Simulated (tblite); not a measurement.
Start geometry of `CP(C)C(F)=C(F)F` from a force field or distance geometry (Å):
```
atom  x, y, z in Å
C1    -1.0002    1.6157    0.0504
P2    -0.3481   -0.0617   -0.1528
C3    -1.4350   -1.4601    0.2219
C4     1.3990   -0.2618    0.2875
F5     1.8466   -0.6540    1.5243
C6     2.3132   -0.0227   -0.6619
F7     3.6536   -0.1457   -0.4234
F8     1.8638    0.3671   -1.8787
H9    -0.2340    2.3149   -0.3793
H10   -1.9237    1.7893   -0.5436
H11   -1.1086    1.9526    1.1086
H12   -1.1170   -2.0346    1.1063
H13   -1.3985   -2.1773   -0.6352
H14   -2.5119   -1.2222    0.3538
```

**Question.** What comes out of this run: tblite, GFN2-xTB geometry optimisation, gas phase?

**Answer.** 
```
atom  x, y, z in Å
C1    -1.0200    1.4956    0.2339
P2    -0.4616    0.0773   -0.8138
C3    -1.2976   -1.2856    0.1160
C4     1.1899   -0.1200   -0.0168
F5     1.2507   -0.1935    1.3299
C6     2.3112   -0.1898   -0.7191
F7     3.5427   -0.3295   -0.2506
F8     2.3200   -0.1245   -2.0426
H9    -0.4825    2.3942   -0.0628
H10   -2.0820    1.6521    0.0540
H11   -0.8535    1.2958    1.2911
H12   -1.1024   -1.2148    1.1848
H13   -0.9471   -2.2444   -0.2608
H14   -2.3684   -1.2133   -0.0653
```

The energy falls by 177.7 kJ/mol over 108 L-BFGS steps, the largest force on an atom goes from 3.69 to 0.010 eV/Å, and the atoms move by 0.551 Å rms after alignment. The bond that changes most is C6–F7 (=CF2 carbon to vinyl fluorine), which shortens by 0.042 Å. Bonds longer at the end by more than 0.005 Å: 3 of 13; shorter: 10. Among the angles that change most is C1–P2–C3, from 118.4° to 98.3°. Among the dihedrals that turn most is C1–P2–C3–H12, from -112° to -49°. Rotational constants go from 2431, 1081, 925.4 to 2711, 1082, 966.9 MHz. The orientation of the end geometry is arbitrary; only internal coordinates are fixed.

The run took 0.51 s of wall time on Arm Neoverse V2, one thread, shared host with 96 logical CPUs at a one-minute load of 33.

Its GFN2-xTB frequencies are all real (lowest 31 cm⁻¹). The numbers are those of one conformer. 2 starts were optimised and ended at 0.00 and 0.22 kcal/mol (GFN2-xTB); the lowest of these is shown.

All values are computed, not measured.
